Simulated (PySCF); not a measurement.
germylmethylgermane (CH₈Ge₂), SMILES [GeH3][CH2][GeH3].

Geometry optimised at PBE0-D3(BJ)/def2-SVP.

These are PBE0-D3(BJ)/def2-SVP (PySCF 2.14.0) values and carry that method's errors.

Frequencies are harmonic and unscaled.

```csv
mode,ν (cm⁻¹),IR (km/mol),Raman (Å⁴/amu),depolarisation,moving atoms (share of kinetic energy)
1,76,0.0,0.0,–,H 99 %
2,117,0.1,0.0,–,"H 83 %, C 16 %"
3,119,0.2,0.3,0.02,"Ge 77 %, H 14 %, C 10 %"
4,448,6.8,1.8,0.75,H 98 %
5,456,0.7,19.6,0.31,"H 46 %, C 32 %, Ge 23 %"
6,513,0.1,2.0,0.75,H 92 %
7,522,0.0,5.9,0.75,H 96 %
8,686,112.3,1.1,0.75,"C 52 %, H 34 %, Ge 13 %"
9,689,70.7,11.3,0.26,"H 55 %, C 38 %"
10,768,116.5,4.4,0.75,"H 68 %, C 28 %"
11,834,226.7,20.9,0.75,H 94 %
12,859,60.4,12.8,0.62,H 97 %
13,886,39.1,0.1,0.75,H 99 %
14,888,0.0,56.9,0.75,H 99 %
15,894,34.3,52.4,0.74,H 99 %
16,898,34.3,1.1,0.75,H 98 %
17,1021,0.0,8.1,0.75,H 99 %
18,1070,20.6,2.6,0.75,"H 69 %, C 30 %"
19,1383,4.6,11.7,0.62,H 92 %
20,2145,236.9,85.9,0.75,H 99 %
21,2150,66.5,327.2,0.17,H 99 %
22,2151,0.1,24.3,0.75,H 99 %
23,2152,0.0,10.4,0.75,H 98 %
24,2157,132.3,331.8,0.07,H 99 %
25,2158,240.9,145.1,0.75,H 98 %
26,3088,1.5,98.4,0.09,H 95 %
27,3159,0.1,69.7,0.75,"H 90 %, C 10 %"
```
